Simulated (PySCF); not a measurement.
## From computed data to an observable: chemical shift, span and skew from a shielding tensor

B(H)(NHMe)2 (C2H9BN2), SMILES CNBNC. Atoms are numbered in the order given.

```xyz
14

B     -0.5530     0.1101     0.5532
H     -1.1921     0.0223     1.5809
N      0.6442    -0.6292     0.4342
C      1.1739    -1.5399     1.4110
H      1.2102    -0.5406    -0.4011
H      2.1801    -1.2472     1.7628
H      1.2468    -2.5765     1.0336
H      0.5123    -1.5578     2.2885
N     -1.0489     0.9468    -0.4751
C     -0.4477     1.1891    -1.7570
H     -1.8732     1.4962    -0.2785
H      0.2898     2.0154    -1.7542
H     -1.2073     1.4323    -2.5170
H      0.0739     0.2873    -2.1184
```

Geometry: PBE0-D3(BJ)/def2-SVP. This is a generated structure with no PubChem entry under its InChIKey; it may be hypothetical. One conformer was computed; it need not be the lowest.

GIAO shieldings from B3LYP/pcSseg-1 (PySCF), non-relativistic, no solvent. The symmetric part of the tensor of N3 has the principal values 118.2, 210.9, 220.4 ppm. The same nucleus in NH3 has σ = 265.5 ppm at this level (PySCF, at its B3LYP-D3(BJ)/def2-TZVP geometry).

Work out the isotropic shielding, the ¹⁵N shift against NH3, the span and the skew.


σ(iso) = (σ11 + σ22 + σ33)/3 = 183.2 ppm. δ = σ(ref) − σ(iso) = 265.5 − (183.2) = 82.3 ppm.
Span Ω = σ33 − σ11 = 102.2 ppm. Skew κ = 3(σ(iso) − σ22)/Ω = -0.81. Tumbling in solution averages the tensor to δ; in a static solid the shielding alone would spread this spin-1/2 line over Ω.
